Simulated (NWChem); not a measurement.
System: AlPH4O2; SMILES [OH][Al]([OH])[PH2]

Here is an NWChem input.

```
start job
memory heap 200 mb stack 900 mb global 1100 mb
geometry units angstroms noautoz
  Al    -0.002304    -0.384931     0.000000
  O     -0.021417    -1.175099    -1.504601
  H     -0.057654    -2.110398    -1.704641
  O     -0.021417    -1.175099     1.504601
  H     -0.057654    -2.110398     1.704641
  P     -0.064149     1.924886     0.000000
  H      0.905208     2.011516     1.047008
  H      0.905208     2.011516    -1.047008
end
basis spherical
  * library def2-svpd
end
dft
  xc xcamb88 1.00 lyp 0.81 vwn_5 0.19 hfexch 1.00
  cam 0.33 cam_alpha 0.19 cam_beta 0.46
  iterations 150
end
tddft
  cis
  nroots 6
  notriplet
end
task tddft energy
```

NWChem printed, in part:

```
             Northwest Computational Chemistry Package (NWChem) 7.3.0
             --------------------------------------------------------

 CS  symmetry detected

                             Geometry "geometry" -> ""
                             -------------------------

 Output coordinates in angstroms (scale by  1.889725989 to convert to a.u.)

  No.       Tag          Charge          X              Y              Z
 ---- ---------------- ---------- -------------- -------------- --------------
    1 Al                  13.0000    -0.00693638     0.48643543     0.00000000
    2 O                    8.0000    -0.02138225     1.27670253    -1.50460100
    3 H                    1.0000    -0.05209466     2.21219924    -1.70464100
    4 O                    8.0000    -0.02138225     1.27670253     1.50460100
    5 H                    1.0000    -0.05209466     2.21219924     1.70464100
    6 P                   15.0000    -0.08242227    -1.82297602     0.00000000
    7 H                    1.0000     0.88640618    -1.91532961     1.04700800
    8 H                    1.0000     0.88640618    -1.91532961    -1.04700800

 Effective nuclear repulsion energy (a.u.)     199.6940140233

      Symmetry information
      --------------------

 Group name             Cs
 Group number              2
 Group order               2
 No. of unique centers     5

                                 NWChem DFT Module
                                 -----------------

 Summary of "ao basis" -> "ao basis" (spherical)
 ------------------------------------------------------------------------------
       Tag                 Description            Shells   Functions and Types
 ---------------- ------------------------------  ------  ---------------------
 Al                        def2-svpd                10       24   5s3p2d
 O                         def2-svpd                 9       23   4s3p2d
 H                         def2-svpd                 4        8   2s2p
 P                         def2-svpd                10       24   5s3p2d

      Symmetry analysis of basis
      --------------------------

        a'         73
        a"         53

            General Information
            -------------------
          SCF calculation type: DFT
          Wavefunction type:  closed shell.
          No. of atoms     :     8
          No. of electrons :    48
           Alpha electrons :    24
            Beta electrons :    24
          Charge           :     0
          Spin multiplicity:     1
          Use of symmetry is: off; symmetry adaption is: on
          Maximum number of iterations: 150
          AO basis - number of functions:   126
                     number of shells:    54
          Convergence on energy requested:  1.00D-06
          Convergence on density requested:  1.00D-05
          Convergence on gradient requested:  5.00D-04

              XC Information
              --------------
                     Hartree-Fock (Exact) Exchange  1.000
                   CAM-Becke88 Exchange Functional  1.000
                      VWN V Correlation Functional  0.190 local
              Lee-Yang-Parr Correlation Functional  0.810

           Range-Separation Parameters
           ---------------------------
           Alpha           :  0.19
           Beta            :  0.46
           Gamma           :  0.33
           Short-Range HF  :     F

             Grid Information
             ----------------
          Grid used for XC integration:  medium
          Radial quadrature: Mura-Knowles
          Angular quadrature: Lebedev.
          Tag              B.-S. Rad. Rad. Pts. Rad. Cut. Ang. Pts.
          ---              ---------- --------- --------- ---------
          Al                  1.25       88          10.0       590
          O                   0.60       49          12.0       434
          H                   0.35       45          13.0       434
          P                   1.00       88          12.0       590
          Grid pruning is: on
          Number of quadrature shells:   454
          Spatial weights used:  Erf1

      Superposition of Atomic Density Guess
      -------------------------------------

 Sum of atomic energies:        -733.71543037

      Non-variational initial energy
      ------------------------------

[...]

                                NWChem TDDFT Module
                                -------------------

            General Information
            -------------------
           No. of orbitals :     252
            Alpha orbitals :     126
             Beta orbitals :     126
        Alpha frozen cores :       0
         Beta frozen cores :       0
     Alpha frozen virtuals :       0
      Beta frozen virtuals :       0
         Spin multiplicity :       1
    Number of AO functions :     126
        Use of symmetry is : off
      Symmetry adaption is : on
         Schwarz screening :  0.10D-07

              XC Information
              --------------
              Hartree-Fock (Exact) Exchange   1.00
            CAM-Becke88 Exchange Functional   1.00
               VWN V Correlation Functional   0.19 local
       Lee-Yang-Parr Correlation Functional   0.81
           Alpha           :  0.19
           Beta            :  0.46
           Gamma           :  0.33

             TDDFT Information
             -----------------
          Calculation type : Tamm-Dancoff TDDFT
         Wavefunction type : Restricted singlets
          No. of electrons :      48
           Alpha electrons :      24
            Beta electrons :      24
              No. of roots :       6
          Max subspacesize :    5200
            Max iterations :     100
               Target root :       1
           Target symmetry : none
      Symmetry restriction : off
                 Algorithm : Optimal
        Davidson threshold :  0.10D-03

    6 smallest eigenvalue differences (eV)
--------------------------------------------------------
  No. Spin  Occ  Vir  Irrep   E(Occ)    E(Vir)   E(Diff)
--------------------------------------------------------
    1    1   24   25 a'       -0.320    -0.005     8.576
    2    1   24   26 a'       -0.320     0.038     9.734
    3    1   24   27 a"       -0.320     0.051    10.106
    4    1   24   28 a'       -0.320     0.058    10.281
    5    1   23   25 a'       -0.383    -0.005    10.292
    6    1   24   29 a"       -0.320     0.070    10.619
--------------------------------------------------------

  Entering Davidson iterations
  Restricted singlet excited states

  Iter   NTrls   NConv    DeltaV     DeltaE      Time
  ----  ------  ------  ---------  ---------  ---------
    1      6       0     0.90E-01   0.10+100       41.2
    2     12       0     0.35E-01   0.18E-01       56.3
    3     18       0     0.29E-01   0.60E-02       59.1
    4     24       0     0.32E-01   0.43E-02       48.3
    5     30       0     0.50E-01   0.19E-01       41.5
    6     36       0     0.27E-01   0.46E-02       41.6
    7     42       1     0.16E-01   0.14E-02       44.7
    8     47       2     0.27E-01   0.36E-03       40.2
    9     51       3     0.10E-01   0.10E-02       41.0
   10     54       4     0.44E-02   0.12E-03       38.5
   11     56       4     0.16E-02   0.23E-04       36.9
   12     58       4     0.53E-03   0.33E-05       40.5
   13     60       5     0.16E-03   0.29E-06       36.8
   14     61       6     0.58E-04   0.24E-07       42.4
  ----  ------  ------  ---------  ---------  ---------
  Convergence criterion met

  Ground state a'       -736.444976895813 a.u.

  ----------------------------------------------------------------------------
  Root   1 singlet a'             0.218674536 a.u.                5.9504 eV
  ----------------------------------------------------------------------------
     Transition Moments    X -0.32621   Y -0.84937   Z  0.00000
     Dipole Oscillator Strength                    0.1206846165
     Electric Quadrupole                           0.0000003405
     Magnetic Dipole                               0.0000003309
     Total Oscillator Strength                     0.1206852880

     Occ.   24  a'  ---  Virt.   25  a'       0.91591
     Occ.   24  a'  ---  Virt.   26  a'       0.21312
     Occ.   24  a'  ---  Virt.   28  a'       0.28016
     Occ.   24  a'  ---  Virt.   30  a'      -0.10855
     Occ.   24  a'  ---  Virt.   31  a'       0.08311
     Occ.   24  a'  ---  Virt.   34  a'      -0.07382
  ----------------------------------------------------------------------------
  Root   2 singlet a"             0.237086834 a.u.                6.4515 eV
  ----------------------------------------------------------------------------
     Transition Moments    X  0.00000   Y -0.00000   Z  0.19661
     Dipole Oscillator Strength                    0.0061096322
     Electric Quadrupole                           0.0000002885
     Magnetic Dipole                               0.0000005470
     Total Oscillator Strength                     0.0061104677

     Occ.   23  a'  ---  Virt.   27  a"      -0.09472
     Occ.   23  a'  ---  Virt.   29  a"       0.06777
     Occ.   24  a'  ---  Virt.   27  a"       0.82095
     Occ.   24  a'  ---  Virt.   29  a"      -0.52874
     Occ.   24  a'  ---  Virt.   35  a"       0.12768
     Occ.   24  a'  ---  Virt.   40  a"      -0.05163
  ----------------------------------------------------------------------------
  Root   3 singlet a'             0.251123894 a.u.                6.8334 eV
  ----------------------------------------------------------------------------
     Transition Moments    X -0.37157   Y -0.79377   Z -0.00000
     Dipole Oscillator Strength                    0.1285987735
     Electric Quadrupole                           0.0000005536
     Magnetic Dipole                               0.0000008082
     Total Oscillator Strength                     0.1286001353

[...]
```

Level: CAM-B3LYP/def2-SVPD, TDA. Coordinates come from a PBE0/def2-SVP optimisation.
